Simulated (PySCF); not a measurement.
## Highest orbital energy against ionisation energy along the 5p block

Calculated with PySCF 2.14, no spin-orbit coupling. Each cell gives −ε(HOMO) / ΔSCF in eV; NIST values include spin-orbit coupling, (s) semi-empirical, (t) theoretical.

```json
{"species": "In (def2-QZVPPD with the def2 core potential (28 electrons), ECP)", "UHF": "5.486 / 5.219", "LDA": "2.855 / 5.716", "PBE": "2.823 / 5.591", "PBE0": "3.594 / 5.621", "r2SCAN": "3.053 / 5.717", "NIST (lowest levels)": "5.786"}
{"species": "Sn (def2-QZVPPD with the def2 core potential (28 electrons), ECP)", "UHF": "7.266 / 6.848", "LDA": "4.166 / 7.414", "PBE": "4.114 / 7.261", "PBE0": "5.029 / 7.307", "r2SCAN": "4.402 / 7.407", "NIST (lowest levels)": "7.344"}
{"species": "Sb (def2-QZVPPD with the def2 core potential (28 electrons), ECP)", "UHF": "9.096 / 8.574", "LDA": "5.519 / 9.119", "PBE": "5.460 / 8.961", "PBE0": "6.518 / 9.037", "r2SCAN": "5.826 / 9.165", "NIST (lowest levels)": "8.608"}
{"species": "Te (def2-QZVPPD with the def2 core potential (28 electrons), ECP)", "UHF": "8.497 / 7.734", "LDA": "5.402 / 9.003", "PBE": "5.272 / 8.733", "PBE0": "6.289 / 8.731", "r2SCAN": "5.508 / 8.750", "NIST (lowest levels)": "9.010"}
{"species": "I (def2-QZVPPD with the def2 core potential (28 electrons), ECP)", "UHF": "10.421 / 9.545", "LDA": "6.870 / 10.796", "PBE": "6.727 / 10.510", "PBE0": "7.876 / 10.534", "r2SCAN": "7.004 / 10.543", "NIST (lowest levels)": "10.451"}
{"species": "Xe (def2-QZVPPD with the def2 core potential (28 electrons), ECP)", "UHF": "12.415 / 11.443", "LDA": "8.372 / 12.606", "PBE": "8.228 / 12.319", "PBE0": "9.514 / 12.381", "r2SCAN": "8.582 / 12.415", "NIST (lowest levels)": "12.130"}
```

Problem. How far is −ε(HOMO) from ΔSCF on average for each method, and why?

Solution. UHF 0.64 eV; LDA -3.58 eV; PBE -3.46 eV; PBE0 -2.47 eV; r2SCAN -3.27 eV. Hartree-Fock orbital energies lack relaxation and so exceed the ΔSCF value; semilocal functionals have convex E(N) from self-interaction, so their HOMO lies far too high; exact exchange moves hybrids part of the way back.
